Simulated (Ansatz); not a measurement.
`CO[SiH](Cl)O[SiH3]` + `FC1=N[SiH2]1` → `CO[SiH2]O[SiH3]` + `FC1=N[SiH]1Cl`  (redistribution)

Gas-phase electronic energies from Ansatz, PBE0-D4/def2-TZVP geometries. CCSD(T)/CBS adds triple-zeta CCSD(T) − MP2 to the extrapolated MP2 energy (def2 sets, frozen cores). Functionals use def2-TZVPP. B3LYP here is the variant with VWN-RPA as its local correlation; programs differ in this. One conformer a species, not always the lowest.

`CO[SiH](Cl)O[SiH3]`:

Cartesian coordinates in Å:
```
C 1.150 -2.066 -0.651
O 0.268 -0.972 -0.520
Si 0.693 0.591 -0.426
Cl 2.073 0.823 1.078
O -0.630 1.448 -0.103
Si -1.952 1.522 0.874
H 1.729 -2.002 -1.577
H 1.840 -2.117 0.196
H 0.552 -2.977 -0.676
H 1.311 1.087 -1.668
H -3.051 0.721 0.282
H -1.623 0.999 2.223
H -2.362 2.943 0.968
```

`FC1=N[SiH2]1`:

```xyz
6

F     1.329   -1.044    1.562
C     0.447   -0.507    0.750
N    -0.812   -0.577    0.794
Si   -0.233    0.408   -0.598
H    -0.334   -0.155   -1.959
H    -0.397    1.875   -0.549
```

`CO[SiH2]O[SiH3]`:

Z-matrix (Å, degrees):
```
C
O 1 1.410
H 1 1.095 2 111.0
H 1 1.091 2 108.4 3 119.2
H 1 1.096 2 111.7 3 -121.4
Si 2 1.632 1 123.9 3 77.8
O 6 1.632 2 112.2 1 -66.8
H 6 1.484 2 110.1 1 51.1
H 6 1.479 2 105.4 1 173.3
Si 7 1.637 6 144.4 2 -56.8
H 10 1.486 7 109.9 6 78.7
H 10 1.483 7 108.3 6 -161.8
H 10 1.487 7 110.5 6 -41.7
```

`FC1=N[SiH]1Cl`:

Z-matrix (Å, degrees):
```
Si
Cl 1 2.023
C 1 1.756 2 123.2
N 1 1.774 2 119.8 3 49.8
H 1 1.469 2 109.4 3 -164.1
F 3 1.310 1 162.2 2 -77.4
```

(1) Is it downhill or uphill in electronic energy at CCSD(T)/CBS, and by how much? (Estimate.)

(2) What do these levels give: PBE0-D4, B2PLYP, PBE, B3LYP, HF/def2-TZVPP, MP2/def2-TZVPP, SCS-MP2/def2-TZVPP, HF/def2-QZVPP, SCS-MP2/def2-QZVPP, HF/CBS(def2), MP2/CBS(def2), CCSD/CBS(def2)? (Best estimate.)

Largest T1 diagnostic among the species: 0.016.

Answers

(1) Ansatz gave: Uphill: ΔE = +0.19 eV.

(2) Computed: PBE0-D4 0.18, B2PLYP 0.17, PBE 0.15, B3LYP 0.16, HF/def2-TZVPP 0.17, MP2/def2-TZVPP 0.18, SCS-MP2/def2-TZVPP 0.17, HF/def2-QZVPP 0.17, SCS-MP2/def2-QZVPP 0.17, HF/CBS(def2) 0.17, MP2/CBS(def2) 0.19, CCSD/CBS(def2) 0.19 eV.
